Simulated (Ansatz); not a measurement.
Geometry optimisation, RKS BLYP-D4/def2-SVP (Ansatz 0.2.0).

Input:

```yaml
crystal:
  periodic: [false, false, false]
  atoms:
    - { symbol: Ga, position_ang: [0.017611, 0.230391, 0.057656] }
    - { symbol: Cl, position_ang: [-0.081327, 0.487694, 2.262314] }
    - { symbol: H, position_ang: [1.37814, 0.087631, -0.682948] }
    - { symbol: Cl, position_ang: [-1.908276, 0.274583, -0.944853] }
    - { symbol: H, position_ang: [-0.234917, -2.42117, 0.816963] }
    - { symbol: H, position_ang: [-0.194731, -1.913929, 1.329268] }
basis:
  gaussian: { orbitals: def2-SVP }
hamiltonian:
  xc: blyp
  dispersion: d4
relax:
  f_tol: 0.03
  max_steps: 50
output:
  orbitals: {}
```

Launched with:

```bash
$ ansatz run input.yaml --threads 2 --pin off --max-ram 3072MiB --backend cpu --events-out ev --progress --plain --runs-dir out
```

Problem. Where does it end, and by what steps?

Solution. It converged. After 7 steps the energy has fallen by 0.111 eV; Cl2 moved furthest, 0.38 Å.

```
step  energy less start (eV)  largest force component (eV/Å)  accepted
   0                  0.0000                           1.348       yes
   1                 -0.0987                           0.292       yes
   2                 -0.1031                           0.177       yes
   3                 -0.1063                           0.084       yes
   4                 -0.1079                           0.058       yes
   5                 -0.1106                           0.053       yes
   6                 -0.1111                           0.063       yes
   7                 -0.1115                           0.016       yes
```

```xyz
6
Properties=species:S:1:pos:R:3
Ga -0.009 0.286 0.137
Cl -0.092 0.869 2.229
H 1.334 -0.044 -0.583
Cl -1.910 0.309 -0.912
H -0.227 -2.487 0.634
H -0.119 -2.188 1.333
```

Run time: 8.6 s on 2 threads of Arm Neoverse V2 (shared host), peak memory 0.12 GiB.
